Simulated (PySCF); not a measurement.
isocyanic acid (CHNO), singlet, geometry from GFN2-xTB; PySCF with TPSS/6-31G*.

The PySCF input:
```python
from pyscf import gto, scf, dft

mol = gto.Mole()
mol.atom = '''
    N    -1.09019945    0.19550444    0.26322046
    C     0.04813358   -0.04939770    0.01378604
    O     1.14545157   -0.10550804   -0.33882666
    H    -1.82101787   -0.22808056    0.78535375
'''
mol.basis = '6-31g*'
mol.verbose = 4
mol.symmetry = True
mol.build()

mf = dft.RKS(mol)
mf.xc = 'tpss'
mf.irrep_nelec = {"A'": 16, 'A"': 6}
mf.kernel()
mf.analyze()
```

Write the output that PySCF gives for this input, abridged.


```
PySCF version 2.14.0

[INPUT] verbose = 4
[INPUT] num. atoms = 4
[INPUT] num. electrons = 22
[INPUT] charge = 0
[INPUT] spin (= nelec alpha-beta = 2S) = 0
[INPUT] symmetry True subgroup None
[INPUT] Mole.unit = angstrom
[INPUT] Symbol           X                Y                Z      unit          X                Y                Z       unit  Magmom
[...]
nuclear repulsion = 59.9963110681216
point group symmetry = Cs
symmetry origin: [ 1.71793279e-09  7.56970244e-18 -6.01276494e-09]
symmetry axis x: [ 0.07171618 -0.85765251  0.50920425]
symmetry axis y: [ 0.95520203 -0.08790979 -0.2825968 ]
symmetry axis z: [-0.28713389 -0.50665969 -0.81292686]
num. orbitals of irrep A' = 32
num. orbitals of irrep A" = 12
number of shells = 20
number of NR pGTOs = 85
number of NR cGTOs = 44
basis = 6-31g*
ecp = {}

******** <class 'pyscf.dft.rks_symm.SymAdaptedRKS'> ********
method = SymAdaptedRKS
initial guess = minao
damping factor = 0
level_shift factor = 0
DIIS = <class 'pyscf.scf.diis.CDIIS'>
diis_start_cycle = 1
diis_space = 8
diis_damp = 0
SCF conv_tol = 1e-09
SCF conv_tol_grad = None
SCF max_cycles = 50
direct_scf = True
direct_scf_tol = 1e-13
XC library pyscf.dft.libxc version 7.1.2
    S. Lehtola, C. Steigemann, M. J. T. Oliveira, and M. A. L. Marques,  SoftwareX 7, 1–5 (2018)
XC functionals = tpss
    J. Tao, J. P. Perdew, V. N. Staroverov, and G. E. Scuseria,  Phys. Rev. Lett. 91, 146401 (2003)
    J. P. Perdew, J. Tao, V. N. Staroverov, and G. E. Scuseria,  J. Chem. Phys. 120, 6898 (2004)
    J. Tao, J. P. Perdew, V. N. Staroverov, and G. E. Scuseria,  Phys. Rev. Lett. 91, 146401 (2003)
    J. P. Perdew, J. Tao, V. N. Staroverov, and G. E. Scuseria,  J. Chem. Phys. 120, 6898 (2004)
radial grids:
    Treutler-Ahlrichs [JCP 102, 346 (1995); DOI:10.1063/1.469408] (M4) radial grids

becke partition: Becke, JCP 88, 2547 (1988); DOI:10.1063/1.454033
pruning grids: <function nwchem_prune>
grids dens level: 3
symmetrized grids: True
atomic radii adjust function: <function treutler_atomic_radii_adjust>
small_rho_cutoff = 0
Freeze 22 electrons in irreps ["A'", 'A"']
    0 free electrons in irreps
Set gradient conv threshold to 3.16228e-05
Initial guess from minao.
tot grids = 51912
init E= -169.199556198696
HOMO (A") = -0.00306012060285094  LUMO (A') = -0.356687132531703  gap/eV = -9.62268

WARN: A' LUMO -0.356687132531703 < system HOMO -0.00306012060285094

WARN: A" HOMO -0.00306012060285094 > system LUMO -0.356687132531703

cycle= 1 E= -167.805179889149  delta_E= 1.39  |g|= 0.736  |ddm|= 3.28
HOMO (A") = 0.195107280925518  LUMO (A') = -0.160871402472137  gap/eV = -9.68667

WARN: A' LUMO -0.160871402472137 < system HOMO 0.195107280925518

WARN: A" HOMO 0.195107280925518 > system LUMO -0.160871402472137

cycle= 2 E= -166.518248803391  delta_E= 1.29  |g|=  2.2  |ddm|=  2.4
HOMO (A") = 0.119396405681511  LUMO (A') = -0.281647038987903  gap/eV = -10.91295

WARN: A' LUMO -0.281647038987903 < system HOMO 0.119396405681511

WARN: A" HOMO 0.119396405681511 > system LUMO -0.281647038987903

cycle= 3 E= -167.912342639311  delta_E= -1.39  |g|= 0.419  |ddm|= 1.84
HOMO (A") = 0.0853113028967495  LUMO (A') = -0.330129098777604  gap/eV = -11.30471

WARN: A' LUMO -0.330129098777604 < system HOMO 0.0853113028967495

WARN: A" HOMO 0.0853113028967495 > system LUMO -0.330129098777604

cycle= 4 E= -167.958686187699  delta_E= -0.0463  |g|= 0.095  |ddm|= 0.419
HOMO (A") = 0.0793342485458419  LUMO (A') = -0.329104737836035  gap/eV = -11.11419

WARN: A' LUMO -0.329104737836035 < system HOMO 0.0793342485458419

WARN: A" HOMO 0.0793342485458419 > system LUMO -0.329104737836035

cycle= 5 E= -167.96049515907  delta_E= -0.00181  |g|= 0.0389  |ddm|= 0.096
HOMO (A") = 0.0843724461653332  LUMO (A') = -0.327001253899177  gap/eV = -11.19405

WARN: A' LUMO -0.327001253899177 < system HOMO 0.0843724461653332

WARN: A" HOMO 0.0843724461653332 > system LUMO -0.327001253899177

cycle= 6 E= -167.960845256657  delta_E= -0.00035  |g|= 0.00387  |ddm|= 0.0457
HOMO (A") = 0.0839400044540238  LUMO (A') = -0.327381586509369  gap/eV = -11.19263

WARN: A' LUMO -0.327381586509369 < system HOMO 0.0839400044540238

WARN: A" HOMO 0.0839400044540238 > system LUMO -0.327381586509369

cycle= 7 E= -167.960848140004  delta_E= -2.88e-06  |g|= 0.00188  |ddm|= 0.00536
HOMO (A") = 0.0839522273393193  LUMO (A') = -0.327362141679937  gap/eV = -11.19243

WARN: A' LUMO -0.327362141679937 < system HOMO 0.0839522273393193

WARN: A" HOMO 0.0839522273393193 > system LUMO -0.327362141679937

cycle= 8 E= -167.960849048222  delta_E= -9.08e-07  |g|= 0.000424  |ddm|= 0.00168
HOMO (A") = 0.0839308280082766  LUMO (A') = -0.327397840152333  gap/eV = -11.19282

WARN: A' LUMO -0.327397840152333 < system HOMO 0.0839308280082766

WARN: A" HOMO 0.0839308280082766 > system LUMO -0.327397840152333

cycle= 9 E= -167.960849091793  delta_E= -4.36e-08  |g|= 0.000142  |ddm|= 0.000429
HOMO (A") = 0.0839326679791603  LUMO (A') = -0.327388812213327  gap/eV = -11.19263

WARN: A' LUMO -0.327388812213327 < system HOMO 0.0839326679791603

WARN: A" HOMO 0.0839326679791603 > system LUMO -0.327388812213327

cycle= 10 E= -167.960849097292  delta_E= -5.5e-09  |g|= 8.67e-06  |ddm|= 0.000112
HOMO (A") = 0.0839325577797394  LUMO (A') = -0.327388893867025  gap/eV = -11.19263

WARN: A' LUMO -0.327388893867025 < system HOMO 0.0839325577797394

WARN: A" HOMO 0.0839325577797394 > system LUMO -0.327388893867025

cycle= 11 E= -167.960849097313  delta_E= -2.17e-11  |g|= 9e-07  |ddm|= 8.35e-06
HOMO (A") = 0.0839326453217096  LUMO (A') = -0.327388830499284  gap/eV = -11.19263

WARN: A' LUMO -0.327388830499284 < system HOMO 0.0839326453217096

WARN: A" HOMO 0.0839326453217096 > system LUMO -0.327388830499284

Extra cycle  E= -167.960849097308  delta_E= 5.49e-12  |g|= 4.75e-06  |ddm|= 3.85e-06
converged SCF energy = -167.960849097308
**** SCF Summaries ****
Total Energy =                        -167.960849097307857
Nuclear Repulsion Energy =              59.996311068121628
One-electron Energy =                 -347.127297714223118
Two-electron Energy =                  119.170137548793633
Two-electron Coulomb Energy =          140.516790824163934
DFT Exchange-Correlation Energy =      -21.346653275370297
HOMO-LUMO gap [eV] =                   -11.192627456881155
Wave-function symmetry = A'
occupancy for each irrep:     A'   A"
                               8    3
**** MO energy ****
[...]
 ** Mulliken pop on meta-lowdin orthogonal AOs  **
 ** Mulliken pop  **
 ** Mulliken atomic charges  **
charge of    0N =     -0.02605
charge of    1C =     -0.28392
charge of    2O =      0.00550
charge of    3H =      0.30448
Dipole moment(X, Y, Z, Debye): -2.67023, -0.09281,  1.00100
```
